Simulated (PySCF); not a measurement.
Level of theory: PBE0-D4/def2-TZVP // PBE0-D4/def2-SVP run with PySCF. Isolated molecules, 0 K electronic values unless said otherwise. Excitations are Tamm–Dancoff values on a coarser integration grid. The basis has no diffuse functions, so Rydberg states are missing or too high.

Reference species (SMILES): `[SiH3]c1ccc2cc(Cl)ccc2c1` (neutral, multiplicity 1).

```
Quantity                Value
-------------------  --------
T1 excitation (TDA)   2.94 eV
dipole moment          0.73 D
LUMO                 -1.63 eV
```

Changed species: `[SiH3]c1ccc(Cl)c2ccccc12`.

### Question
Give the shifts of the T1 excitation (TDA), dipole moment and LUMO.

### Answer
the T1 excitation (TDA) falls by 0.10 eV, to 2.84 eV; the dipole moment hardly moves; the LUMO decreases by 0.10 eV, to -1.73 eV.
